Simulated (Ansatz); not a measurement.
System: C2H9P2Si, net charge 0, doublet state. It need not be the lowest isomer of its formula. SMILES: C[Si](C)([PH])P
Geometry from a B3LYP-D3(BJ)/def2-TZVP (Ansatz, a program for electronic structure) optimisation:
```
Si
C 1 1.8777
H 2 1.0914 1 111.21
H 2 1.0920 3 108.12 1 -121.82
H 2 1.0921 3 107.90 4 -116.74
C 1 1.8793 2 110.89 3 -179.29
H 6 1.0909 1 111.22 2 177.71
H 6 1.0918 7 108.03 1 -121.56
H 6 1.0925 7 108.26 8 -116.98
P 1 2.2500 2 109.49 3 55.25
H 10 1.4243 1 91.99 2 169.61
P 1 2.2812 2 107.14 3 -62.50
H 12 1.4183 1 95.46 2 72.59
H 12 1.4184 13 94.07 1 -95.95
```
Charge 0, spin multiplicity 2.

Wanted: atomisation energy (electronic, to ground-state atoms); the coupled-cluster value holds the core correlation from cc-pwCVTZ, in kcal/mol. Cores are frozen in the correlated levels unless marked. Open shells are spin-unrestricted. Spin-orbit coupling is left out. Non-relativistic. Basis-set limits of correlation are two-point, X^-3; Hartree-Fock from the larger set.

Level to compare with: CCSD(T)/CBS(cc-pV(T+d)Z,cc-pV(Q+d)Z) plus the core term (Ansatz), 1118.5 kcal/mol. It is a level with limits of its own, and the differences hold the functionals' basis error too.

Problem. Rank these functionals by how close they come to CCSD(T)/CBS(cc-pV(T+d)Z,cc-pV(Q+d)Z), closest first: SVWN5/def2-TZVPD (Ansatz); B3LYP/def2-TZVPD (Ansatz); r2SCAN0/def2-TZVPD (Ansatz).

Solution. r2SCAN0/def2-TZVPD (hybrid meta-GGA, 1107.5 kcal/mol, difference -11.0), B3LYP/def2-TZVPD (global hybrid, 1106.5 kcal/mol, difference -12.0), SVWN5/def2-TZVPD (LDA, 1258.6 kcal/mol, difference 140.1)
